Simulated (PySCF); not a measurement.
Species: C6H15BS.
Atom-mapped SMILES: `[CH2:1]=[CH:2][CH2:3][BH2-:4][S@+:5]([CH3:6])[CH2:7][CH3:8]` (hydrogens: H9, H10 on C1; H11 on C2; H12, H13 on C3; H14, H15 on B4; H16, H17, H18 on C6; H19, H20 on C7; H21, H22, H23 on C8)
Bond orders are those of one Lewis drawing.

Computed by this run: PySCF 2.14.0, PBE0-D3(BJ)/def2-SVP geometry optimisation, gas phase; density fitting, grid level 1; the optimiser is geomeTRIC in internal coordinates, started from a GFN2-xTB structure with every atom displaced at random (about 0.01 Å).

Geometry at step 0:
```
atom  x, y, z in Å
C1      3.1342   -0.4421    0.7548
C2      2.5917    0.2896   -0.2402
C3      1.6905   -0.2371   -1.3164
B4      0.2322    0.3695   -1.2179
S5     -0.4614   -0.0181    0.6310
C6     -0.5336   -1.8220    0.6146
C7     -2.2456    0.3263    0.4471
C8     -2.5177    1.8091    0.6535
H9      2.9575   -1.4770    0.8481
H10     3.7237    0.0221    1.5293
H11     2.7739    1.3577   -0.2720
H12     2.1201    0.0656   -2.2721
H13     1.6921   -1.3177   -1.2927
H14     0.1314    1.5543   -1.2699
H15    -0.5904   -0.2070   -1.9097
H16    -1.1585   -2.1591    1.4394
H17    -0.9108   -2.1538   -0.3428
H18     0.4764   -2.1753    0.7634
H19    -2.7773   -0.2852    1.1911
H20    -2.5671    0.0223   -0.5511
H21    -3.6105    2.0052    0.5162
H22    -2.2353    2.0860    1.6527
H23    -1.9678    2.4103   -0.0808
```

**Question.** What forces act on the atoms?

**Answer.** 
| atom | Fx (eV/Å) | Fy (eV/Å) | Fz (eV/Å) |
| --- | --- | --- | --- |
| C1 | -0.404 | 1.877 | -0.792 |
| C2 | 0.104 | -1.114 | 0.301 |
| C3 | 0.814 | 0.622 | 0.811 |
| B4 | -0.696 | -0.509 | 0.039 |
| S5 | -0.343 | -0.226 | -0.238 |
| C6 | -0.002 | 0.624 | 0.319 |
| C7 | 0.067 | 0.462 | 0.117 |
| C8 | -0.798 | -0.531 | -0.740 |
| H9 | -0.202 | -1.631 | 0.018 |
| H10 | 0.350 | 0.242 | 0.378 |
| H11 | 0.132 | 0.485 | 0.059 |
| H12 | -0.010 | 0.088 | -0.549 |
| H13 | 0.002 | -0.786 | -0.067 |
| H14 | 0.021 | 0.794 | 0.007 |
| H15 | -0.179 | -0.048 | -0.098 |
| H16 | -0.213 | -0.142 | 0.235 |
| H17 | -0.236 | -0.213 | -0.532 |
| H18 | 0.576 | -0.224 | 0.055 |
| H19 | 0.064 | -0.019 | 0.064 |
| H20 | 0.101 | -0.260 | -0.291 |
| H21 | 0.588 | -0.058 | 0.102 |
| H22 | 0.214 | 0.475 | 0.789 |
| H23 | 0.049 | 0.095 | 0.013 |

The largest, 2.08 eV/Å, acts on C1; the rms over all components is 0.507 eV/Å. The forces sum to zero within rounding, as they must for an isolated molecule in no field.

**Question.** Give the force on C1 in Eh/bohr and in nN.

**Answer.** 2.077 eV/Å ÷ 51.422 = 0.04039 Eh/bohr, and 2.077 eV/Å × 1.602 = 3.33 nN.

**Question.** How far is this geometry from the end of the optimisation?

**Answer.** 0.178 eV above it, and 0.244 Å rms away after alignment. The bonds farthest from their final lengths, with half the difference of the two atoms' forces along the bond (positive lengthens):

```
  bond  now (Å)  final (Å)  force along bond (eV/Å)
 C1–H9    1.054      1.096                    +1.74
 C3–B4    1.582      1.620                    +0.46
B4–H14    1.190      1.224                    +0.62
 B4–S5    2.012      1.984                    -0.22
C8–H22    1.075      1.100                    +0.97
C3–H13    1.081      1.104                    +0.69
```

The angle farthest from its final value is B4–C3–H12, 108.1° against 104.7°.

Of the 6 listed bonds off by 0.010 Å or more, this force points towards the final length in 6.

What follows is the cost of the whole optimisation. Hardware: an Arm Neoverse V1 with one thread, no GPU, shared host. Cost: 3.9 min, 0.88 GiB resident at most.
